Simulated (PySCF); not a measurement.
## PySCF run on Li⁺

File input.py (PySCF 2.14):

```python
from pyscf import gto, scf, cc

mol = gto.M(
    atom='Li 0 0 0',
    basis='cc-pvdz-dk',
    charge=1,
    spin=0,
    symmetry=True,
    verbose=3,
)
mf = scf.RHF(mol)
mf = mf.sfx2c1e()
mf.kernel()
mycc = cc.CCSD(mf)
mycc.kernel()
e = mycc.eaccsd(nroots=3)[0]
print('roots (eV) =', (e*27.211386).round(3))
mf.dip_moment()
print('orbital energies (hartree):', mf.mo_energy[..., max(0, mol.nelec[1]-3):mol.nelec[0]+3].round(4))
```

```bash
$ python input.py
```

It prints:

```
converged SCF energy = -7.23677686364119
E(CCSD) = -7.236882010217011  E_corr = -0.0001051465758239978
roots (eV) = [-5.345 -3.5   -3.5  ]
Dipole moment(X, Y, Z, Debye): -0.00000, -0.00000,  0.00000
orbital energies (hartree): [-2.7929 -0.1963 -0.1285 -0.1285]
```

In short: E(SCF) = -7.236777 Eh, E(CCSD) − E(SCF) = -0.00011 Eh, attachment roots -5.345, -3.500, -3.500 eV.

Wall time 0.72 s on one thread of a shared host.

Positive EA roots mean that the added electron is unbound.
